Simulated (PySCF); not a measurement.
C2H6FPSi.
Atom-mapped SMILES: `[F:1][C@@H:2]1[CH2:3][Si@@H:4]1[PH2:5]` (hydrogens: H6 on C2; H7, H8 on C3; H9 on Si4; H10, H11 on P5)

Computed by this run: PBE0-D3(BJ)/def2-SVP geometry optimisation, gas phase in PySCF; density fitting, grid level 1; the optimiser is geomeTRIC in internal coordinates, started from a GFN2-xTB structure with every atom displaced at random (about 0.01 Å).

The end geometry, which sets the zero of energy:
```
atom  x, y, z in Å
F1      0.2509    1.7301   -1.0204
C2     -0.7173    0.8149   -0.7145
C3     -0.8795    0.5122    0.7654
Si4    -0.2124   -0.9334   -0.2259
P5      1.9918   -1.3626   -0.2633
H6     -1.6364    1.0070   -1.2838
H7     -0.1648    1.0308    1.4156
H8     -1.8995    0.5060    1.1664
H9     -1.1318   -2.0540   -0.5501
H10     2.2723    0.0241   -0.4615
H11     2.1636   -1.3001    1.1538
```

Question: These geometries come from the run, each turned onto the end geometry. Order them by energy, lowest first.
A.
```
atom  x, y, z in Å
F1      0.2475    1.7304   -1.0224
C2     -0.7297    0.8267   -0.7127
C3     -0.8872    0.5210    0.7643
Si4    -0.2005   -0.9196   -0.2245
P5      1.9998   -1.3801   -0.2648
H6     -1.6478    1.0190   -1.2838
H7     -0.1785    1.0379    1.4215
H8     -1.9116    0.4957    1.1598
H9     -1.1092   -2.0501   -0.5378
H10     2.2853    0.0041   -0.4700
H11     2.1690   -1.3100    1.1522
```
B.
```
atom  x, y, z in Å
F1      0.1975    1.7411   -1.0160
C2     -0.7669    0.8080   -0.7140
C3     -0.9181    0.5125    0.7714
Si4    -0.1407   -0.9304   -0.2193
P5      1.9988   -1.3949   -0.2774
H6     -1.6683    1.0358   -1.2716
H7     -0.2409    1.1035    1.4126
H8     -1.8936    0.4945    1.1530
H9     -1.0967   -1.9999   -0.5349
H10     2.3879   -0.0739   -0.4377
H11     2.1780   -1.3212    1.1158
```
C.
```
atom  x, y, z in Å
F1      0.2888    1.7039   -1.0105
C2     -0.7022    0.8086   -0.7119
C3     -0.8564    0.5021    0.7633
Si4    -0.2383   -0.9607   -0.2397
P5      1.9766   -1.3371   -0.2647
H6     -1.6168    1.0230   -1.2848
H7     -0.1439    1.0332    1.4066
H8     -1.8831    0.4837    1.1786
H9     -1.1563   -2.0816   -0.5509
H10     2.2390    0.0589   -0.4613
H11     2.1295   -1.2591    1.1572
```

Answer: A (0.005 eV), C (0.016 eV), B (0.167 eV).

In the order of the answer:

```json
{"step": "2", "E above end (eV)": "0.005", "largest force (eV/Å)": "0.19", "rms force component (eV/Å)": "0.053", "rms distance from end (Å)": "0.018", "rms bond change (Å)": "0.002", "bond most changed (Å)": "C2–Si4 +0.005"}
{"step": "1", "E above end (eV)": "0.016", "largest force (eV/Å)": "0.53", "rms force component (eV/Å)": "0.148", "rms distance from end (Å)": "0.036", "rms bond change (Å)": "0.005", "bond most changed (Å)": "C3–H8 +0.012"}
{"step": "0", "E above end (eV)": "0.167", "largest force (eV/Å)": "2.47", "rms force component (eV/Å)": "0.726", "rms distance from end (Å)": "0.072", "rms bond change (Å)": "0.031", "bond most changed (Å)": "Si4–P5 -0.056"}
```

The cost below is that of the whole optimisation. Hardware: Arm Neoverse N1, one thread (shared host). Cost: 44 s, 0.46 GiB resident at most.
